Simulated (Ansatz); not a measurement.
A structure relaxed at r2SCAN-D4/def2-SVPD in Ansatz, charge -1, doublet:

Cartesian coordinates in Å:
```
Li -0.4337 -0.9604 0.7860
Li 2.2727 -0.8417 -0.9254
Li -2.7548 -0.4064 -0.9936
Li -2.0909 1.9375 -1.4628
Li 3.1270 -0.1787 1.4138
Li -0.4565 -0.7220 -2.1182
Li -2.0336 1.4496 1.2582
Li 0.8874 0.7868 2.0856
H -1.9702 0.4109 -2.4386
H -3.1287 1.1167 -0.1150
H 2.5224 0.8441 2.7708
H 3.8836 -0.7366 -0.0895
H -0.9282 0.3230 2.0476
H -1.4233 -1.4732 -0.5953
H 1.2326 -1.0279 -2.3582
H 1.2942 -0.5216 0.7345
```

(1) Give its formula.

(2) Summarise the bond lengths by kind (pairs closer than 1.2 times the sum of covalent radii, bridged metal pairs left out).

Answers

(1) the cluster Li₈H₈⁻.

(2) 2 × Li–Li 2.58 to 2.91 Å; 17 × H–Li 1.73 to 1.89 Å.

The highest occupied level of the charge -1 doublet lies above zero (up to 0.33 eV). It is a level of α spin, whose loss leaves a singlet; that state wasn't run at this geometry and level. The electron is either unbound and held by the finite basis, or the level is raised by self-interaction error. The relaxation made no stability test and no search for a lower SCF solution. Another isomer (doublet) lies 0.85 eV lower at PBE0-D4/def2-TZVPD; other spin states weren't run for this one.
